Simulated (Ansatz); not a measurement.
`[Cl][Al]1[CH2][O]1`, charge 0, multiplicity 1.

Task: Give a relaxed structure at PBE0-D4/def2-TZVP (Ansatz). (Estimate.)

Result: Ansatz gave: 
Z-matrix (Å, degrees):
```
C
Al 1 1.870
O 1 1.500 2 59.1
H 1 1.090 2 123.5 3 -98.0
H 1 1.090 2 123.5 3 98.0
Cl 2 2.065 1 170.3 3 180.0
```
Point group Cs.
